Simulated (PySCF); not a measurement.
Isomers of C6H12Si, one GFN2-xTB conformer each. Single-point energies are computed at PBE0/pcSseg-1 (PySCF, gas phase, no added dispersion term), electronic only.

```tsv
SMILES	GFN2-xTB relative energy (kcal/mol)
CC[C@@H]1C=C([SiH3])C1	0.0
CC1=CC[Si]1(C)C	14.9
CCCC#CC[SiH3]	6.1
C1C[SiH](C2CC2)C1	6.8
C=C1CC[Si]1(C)C	14.6
C[SiH2]C1=C(C)CC1	1.0
```

Conformers: `[CH3:1][CH2:2][C@@H:3]1[CH:4]=[C:5]([SiH3:6])[CH2:7]1` with C1–C2–C3–C4 173°; `[CH3:1][CH2:2][CH2:3][C:4]#[C:5][CH2:6][SiH3:7]` with C1–C2–C3–C4 64°; `[CH2:1]1[CH2:2][SiH:3]([CH:4]2[CH2:5][CH2:6]2)[CH2:7]1` with C2–Si3–C4–C5 -101°, C7–C1–C2–Si3 13°, C1–C2–Si3–C4 -126°, Si3–C4–C5–C6 -109°, C2–Si3–C7–C1 11°; `[CH3:1][SiH2:2][C:3]1=[C:4]([CH3:5])[CH2:6][CH2:7]1` with C1–Si2–C3–C4 164°.

Task: What does PBE0/pcSseg-1 give for the same structures?

Result: 
```csv
SMILES,PBE0/pcSseg-1 E (Eh),PBE0/pcSseg-1 (kcal/mol),GFN2-xTB (kcal/mol),point group
CC1=CC[Si]1(C)C,-524.89043,0.0,14.9,Cs
C=C1CC[Si]1(C)C,-524.88199,5.3,14.6,–
C[SiH2]C1=C(C)CC1,-524.86199,17.8,1.0,C1
C1C[SiH](C2CC2)C1,-524.85881,19.8,6.8,Cs
CC[C@@H]1C=C([SiH3])C1,-524.84178,30.5,0.0,C1
CCCC#CC[SiH3],-524.83279,36.2,6.1,C1
```

GFN2-xTB puts CC[C@@H]1C=C([SiH3])C1 lowest instead; measured from each level's own lowest isomer, the values differ by up to 30.5 kcal/mol (CC[C@@H]1C=C([SiH3])C1: 0.0 against 30.5). As drawn, the lowest has a four-membered ring and a C=C bond outside aromatic rings, which the highest lacks; the highest has a C≡C bond, which the lowest lacks. Neighbours under 2.5 kcal/mol apart (C[SiH2]C1=C(C)CC1 and C1C[SiH](C2CC2)C1) can change places with a better method, another conformer or zero-point energy.

Task: Which frontier levels, dipoles and rotational constants go with these structures?

Result: 
| SMILES | HOMO (eV, PBE0/pcSseg-1) | LUMO (eV) | dipole (D) | A, B, C (MHz) |
| --- | --- | --- | --- | --- |
| CC1=CC[Si]1(C)C | -6.89 | 0.51 | 0.75 | 2610, 1643, 1519 |
| C=C1CC[Si]1(C)C | -7.14 | -0.13 | 0.65 | 2620, 1676, 1552 |
| C[SiH2]C1=C(C)CC1 | -6.82 | 0.12 | 0.79 | 3631, 1372, 1040 |
| C1C[SiH](C2CC2)C1 | -7.54 | 0.91 | 0.76 | 5635, 1208, 1095 |
| CC[C@@H]1C=C([SiH3])C1 | -7.24 | -0.10 | 0.90 | 6942, 929.1, 880.3 |
| CCCC#CC[SiH3] | -6.96 | 0.71 | 0.14 | 3703, 926.9, 777.3 |
